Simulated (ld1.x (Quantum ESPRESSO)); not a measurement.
**Wu–Cohen PAW dataset for K, scalar-relativistic all-electron reference.**

potassium, PAW, made with ld1.x (Quantum ESPRESSO) 7.5 (Wu–Cohen, scalar-relativistic). Core [Ar], reference 3d1 4s0 4p0. Waves: 4s (bound, empty): rcut 2.50, rcutus 2.80 bohr; 4s channel at 0.1 Ry: rcut 2.50, rcutus 2.80 bohr; 4p (bound, empty): rcut 3.20, rcutus 4.30 bohr; 4p channel at 0.4 Ry: rcut 3.20, rcutus 4.30 bohr; 3d (bound): rcut 3.30, rcutus 4.55 bohr; 3d channel at 0.3 Ry: rcut 3.30, rcutus 4.55 bohr. Local part: all-electron potential smoothed inside 3.80 bohr (lloc = -2). Core correction: a·sin(br)/r model core, default radius (ld1.x builds one for every PAW set, though the input has nlcc=.false.). Augmentation charge: BESSEL, radius 2.10 bohr.

Task: Does the generator finish with these settings?

Result: Yes, a potential is produced.

Task: Estimate the cutoffs (Ry, on a coarse ladder) from which the occupation-weighted sum of valence levels, in a spherical-Bessel basis at the reference potential, stays within 10 and 1 mRy of its value at 400 Ry.

Result: 6 Ry and 6 Ry. The cutoffs count occupied waves only; the empty 4s level needs 10 Ry at the loose tolerance.

Task: Does the potential have ghost states?

Result: Ghost state, extra bound levels that the all-electron valence spectrum of the same l lacks: s at -24.8 eV. A true bound ghost makes a file unfit for plane-wave use.

Task: Is the overlap operator S = 1 + Σ q|β⟩⟨β| positive definite (Bessel basis up to 400 Ry)?

Result: Barely: its lowest eigenvalue is 0.025 (s channel).

Test run stopped at test 1 of 4 (negative rho).
